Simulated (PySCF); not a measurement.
LuOF at several levels of theory

Computed with PySCF 2.14.0 (density fitting, no spin-orbit coupling) at the geometry relaxed with PBE0:

```xyz
3
LuOF (singlet)
Lu    0.0116    0.0000   -0.3224
O     1.4803    0.0000    0.7049
F    -1.6017    0.0000    0.7788
```

```json
{"level": "PBE0", "basis": "Lu def2-SVP with ECP28, O def2-SVP, F def2-SVP", "state": "singlet", "HOMO (eV)": "-6.45", "gap (eV)": "3.76", "charge on Lu1 (e)": "1.03", "population of f-type functions on Lu1 (core shells left out)": "14.06", "dipole about the centre of mass (D)": "7.48", "largest force component (eV/Å)": "0.01"}
{"level": "PBE0", "basis": "Lu def2-TZVP with ECP28, O def2-TZVP, F def2-TZVP", "state": "singlet", "HOMO (eV)": "-6.67", "gap (eV)": "3.89", "charge on Lu1 (e)": "1.29", "population of f-type functions on Lu1 (core shells left out)": "14.03", "dipole about the centre of mass (D)": "7.82", "largest force component (eV/Å)": "0.34"}
```

Charges are Mulliken's, which hang on the basis. The relaxation used the grid (50, 194), these runs (75, 302) or, all-electron (x2c bases, spin-free X2C Hamiltonian), (99, 590).

Task: A further run in the first row's basis gives HOMO (eV) -7.81, gap (eV) 5.73, charge on Lu1 (e) 0.99, population of f-type functions on Lu1 (core shells left out) 14.06, dipole about the centre of mass (D) 7.61, largest force component (eV/Å) 0.08. Which level was it?
A. CAM-B3LYP
B. M06-L

Result: A. The others give HOMO -5.11 eV (M06-L).

In the first row's basis the gap widens with exact exchange: 2.6 eV for M06-L (none); 3.8 eV for PBE0 (a fixed share); 5.7 eV for CAM-B3LYP (rising or full at long range).
